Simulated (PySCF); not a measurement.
# How the method changes the shape and vibrations of FHOSi

These are calculations, not measurements. The program is PySCF 2.14.0, an open-source quantum chemistry code, run on an isolated molecule that a program drew, which may never have been made. The molecule is FHOSi (charge 0, singlet), drawn as the SMILES string `O[Si]F`.

The geometry was optimised and harmonic frequencies were computed with HF and MP2, all in the cc-pV(D+d)Z basis, for the commonest isotopes, with a restricted reference for singlets and an unrestricted one otherwise, and a frozen core in MP2. Each result is a local minimum of its method.

Geometry at the HF minimum:
```xyz
4
FHOSi, angstrom
O    -1.8064    0.7329   -1.3031
Si   -1.2864    1.9693   -2.2465
F     0.2841    1.5782   -2.3043
H    -2.7273    0.6917   -1.0861
```

Lengths of the bonds as drawn, in Å (atoms numbered as above):
| bond | HF | MP2 |
|---|---|---|
| O1-Si2 | 1.640 | 1.668 |
| Si2-F3 | 1.619 | 1.640 |
| O1-H4 | 0.947 | 0.969 |

Rotational constants, in GHz:
| constant | HF | MP2 |
|---|---|---|
| A | 28.71 | 28.2 |
| B | 8.751 | 8.455 |
| C | 6.707 | 6.505 |

Harmonic frequencies in cm^-1, each column in rising order, so a row needn't be the same motion in every method:
```
rank    HF   MP2
   1   364   333
   2   499     ?
   3   797   782
   4   890   850
   5   912   876
   6  4158  3860
```

**Estimate the missing MP2 frequency from the HF column.**

A single factor s that minimises the squared misfit of MP2 against s times HF over the other rows is sum(HF x MP2) / sum(HF^2) = 0.9324, with an rms misfit of 24 cm^-1. For rank 2 it gives 0.9324 x 499 = 465 cm^-1. The calculation gives 494 cm^-1, 29 cm^-1 above the estimate. The drawn bonds are on average 1.8 % longer in MP2 than in HF.
